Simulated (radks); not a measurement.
Ca3+, 17 electrons, occupied as [Ne] 3s2 3p5 (the NIST ground configuration). All-electron calculation, scalar-relativistic Kohn-Sham, PBEsol, spin-polarised, spherical densities, point nucleus; open shells are filled with parallel spins first. Program: a radial shooting solver on a logarithmic mesh with Libxc functionals.

Unscreened Slater integrals over Kohn-Sham orbitals (eV). They are taken over the spin-up orbitals. Empty in this configuration: 3d.

| integral | value |
|---|---|
| F0(3p,3p) | 20.410 |
| F2(3p,3p) | 10.333 |
| F0(3p,3s) | 21.075 |
| G1(3p,3s) | 14.070 |
| F0(3p,2p) | 27.655 |
| F2(3p,2p) | 5.2994 |
| G0(3p,2p) | 2.1144 |
| G2(3p,2p) | 2.1705 |
| F0(3p,3d) | 18.666 |
| F2(3p,3d) | 9.0509 |
| G1(3p,3d) | 11.311 |
| G3(3p,3d) | 6.8800 |
| F0(3s,3s) | 21.817 |
| F0(3s,2p) | 28.941 |
| G1(3s,2p) | 2.3521 |
| F0(3s,3d) | 19.215 |
| G2(3s,3d) | 8.6428 |
| F0(2p,2p) | 76.020 |
| F2(2p,2p) | 35.517 |
| F0(2p,3d) | 23.644 |
| F2(2p,3d) | 3.9800 |
| G1(2p,3d) | 2.6816 |
| G3(2p,3d) | 1.5141 |
| F0(3d,3d) | 17.310 |
| F2(3d,3d) | 8.3016 |
| F4(3d,3d) | 5.2279 |

Derived for the open shells (J is the average intra-shell exchange parameter used in DFT+U). 3p: J = F2/5 = 2.067 eV.
